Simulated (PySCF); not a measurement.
Species: C6H6FPS.
Structure used (GFN2-xTB), in Å, numbered top down from 1:
```
atom  x, y, z in Å
C1    -2.2036    0.8217   -0.8982
C2    -2.3136   -0.4466   -0.1303
F3    -3.5924   -0.9009   -0.0689
P4    -1.2083   -1.4447    0.6600
C5     0.3641   -0.5844    0.4721
C6     1.5631   -1.2477    0.5354
C7     2.6813   -0.3953    0.4980
C8     2.3314    0.9163    0.4360
S9     0.6317    1.1369    0.4120
H10   -1.2713    0.8618   -1.4567
H11   -2.2386    1.6866   -0.2338
H12   -3.0442    0.8873   -1.5876
H13    1.6281   -2.3200    0.5940
H14    3.6993   -0.7406    0.5182
H15    2.9686    1.7776    0.4008
```

Vertical excitations from PySCF (density fitting, frozen core in the response, grid level 2 and gas phase unless stated; continuum runs use non-equilibrium linear response for the excitations) on a GFN2-xTB geometry. Reference run:

```json
{"settings": "B3LYP/def2-SVPD, full TDDFT, 8 singlets", "S1, eV (f)": "4.05 (0.223)", "S2, eV (f)": "4.71 (0.020)", "S3, eV (f)": "4.78 (0.008)", "S4, eV (f)": "4.96 (0.030)", "S5, eV (f)": "5.37 (0.011)", "S6, eV (f)": "5.58 (0.069)", "T1, eV (Tamm–Dancoff)": "2.37", "mean α (au)": "118.0"}
```

Q: What do these settings give: BHandHLYP/6-31G*, IEF-PCM methanol, TDA, 12 singlets?

A: 
```csv
settings,"S1, eV (f)","S2, eV (f)","S3, eV (f)","S4, eV (f)","S5, eV (f)","S6, eV (f)","T1, eV (Tamm–Dancoff)",mean α (au)
"BHandHLYP/6-31G*, IEF-PCM methanol, TDA, 12 singlets",4.60 (0.392),5.49 (0.060),5.62 (0.076),5.66 (0.074),6.15 (0.017),6.27 (0.163),2.25,137.3
```

S1 moves by +0.55 eV; functional, basis, environment and response scheme change together, so the shift can't be laid on one. States are counted by energy in each run and needn't keep their character from row to row.

All basis functions are spherical, in the Pople sets too.

Q: Give the leading configurations of S1 (H = HOMO, L = LUMO) and the HOMO–LUMO gap of each run.

A: 
| settings | S1 configurations (weight) | S1 (eV) | orbital gap (eV) | S1 − gap (eV) |
| --- | --- | --- | --- | --- |
| B3LYP/def2-SVPD, full TDDFT, 8 singlets | H→L 0.92 | 4.05 | 4.27 | -0.22 |
| BHandHLYP/6-31G*, IEF-PCM methanol, TDA, 12 singlets | H→L 0.89 | 4.60 | 6.39 | -1.79 |

One conformer (not necessarily the lowest) at the GFN2-xTB geometry, without vibrations or thermal averaging.
